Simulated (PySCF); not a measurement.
PySCF input file for C5H7FO, SMILES [C@]1(CC=C1)(OC)F, PBE/pcSseg-1. Coordinates come from a B3LYP-D3(BJ)/def2-SVP optimisation. The structure was generated by enumeration; whether it is a known compound was not checked. One conformer was computed; it need not be the lowest.

```python
import numpy as np
from pyscf import gto, scf, dft
from pyscf.prop.nmr import rks as nmr

mol = gto.M(
    atom='''
    C     1.98251211   -0.37219663   -0.58612108
    O     1.23198309    0.58656379    0.11944130
    C    -0.11735143    0.33362992    0.28881215
    F    -0.53385809    1.27156437    1.18992861
    C    -0.59395188   -1.08147971    0.60476928
    C    -1.37551142   -1.13335017   -0.48580067
    C    -1.03875191    0.26456768   -0.98299678
    H     3.01104566    0.00957561   -0.64337692
    H     1.99401133   -1.35188535   -0.07545464
    H     1.61019229   -0.52637517   -1.61612895
    H    -0.38578732   -1.76595906    1.43014625
    H    -2.04293861   -1.90152445   -0.88437353
    H    -1.86046613    0.99728603   -0.95530680
    H    -0.51887183    0.33526638   -1.95237065
    ''',
    basis='pcSseg-1',
    charge=0,
    spin=0,
    max_memory=1600,
    verbose=3,
)
mf = dft.RKS(mol, xc='pbe')
mf.grids.level = 3
mf.conv_tol = 1e-10
mf.max_cycle = 100
mf.kernel()
n = nmr.NMR(mf)
n.verbose = 2
n.max_cycle_cphf = 60
sigma = n.kernel()
print('atom   isotropic/ppm   span/ppm')
for i, s in enumerate(sigma):
    w = np.linalg.eigvalsh((s + s.T) / 2)
    print(f'{mol.atom_symbol(i):2s}{i + 1:3d} {w.mean():14.3f} {w[2] - w[0]:11.3f}')
```

It prints:

```
converged SCF energy = -369.273690515949
atom   isotropic/ppm   span/ppm
C   1        125.819      84.605
O   2        254.934     103.463
C   3         58.118      45.457
F   4        282.826     148.578
C   5         31.854     194.190
C   6         30.373     248.848
C   7        133.462      33.426
H   8         27.475       9.272
H   9         27.808       8.986
H  10         27.995       8.737
H  11         24.707       1.684
H  12         24.499       3.019
H  13         28.305       6.632
H  14         27.947       6.563
```

The run converged.

Cost: about 40 core-seconds (a rough figure).
